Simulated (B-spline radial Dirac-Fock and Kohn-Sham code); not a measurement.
ΔSCF core binding energies without Breit or QED terms, calculated with an atomic code on a B-spline grid.

A sound run for the Sn atom, [Kr] 4d10 5s2 5p2: The ground state converged in 10 iterations, with total energy -6176.13019 Ha, virial ratio 1.94964 and highest orbital energy -6.57 eV. ΔSCF binding energies: K (1s) 29303.3 eV, L3 (2p3/2) 3944.6 eV, M5 (3d5/2) 493.3 eV.

A second run, with one unsound setting: The ground state converged in 10 iterations, with total energy -5620.64569 Ha, virial ratio 2.10491 and highest orbital energy -10.46 eV. ΔSCF binding energies: K (1s) 30343.5 eV, L3 (2p3/2) 4402.7 eV, M5 (3d5/2) 768.3 eV.

```
iter   energy (Ha)        error
   1    -5592.60749293  6.22e+00
   2    -5620.31592645  5.69e-01
   3    -5620.55291853  2.52e-01
   4    -5620.62038393  1.13e-01
   5    -5620.64539211  9.77e-03
   6    -5620.64567184  1.11e-03
   7    -5620.64568970  2.08e-04
   8    -5620.64569014  2.35e-05
   9    -5620.64569014  1.68e-06
  10    -5620.64569014  1.29e-07
```

Question: Which fault fits the second run best?
A. too few iterations
B. damping too heavy
C. mesh too coarse
D. overfilled shell

Answer: C. The input had h = 2.0: h is too large to resolve the orbitals.
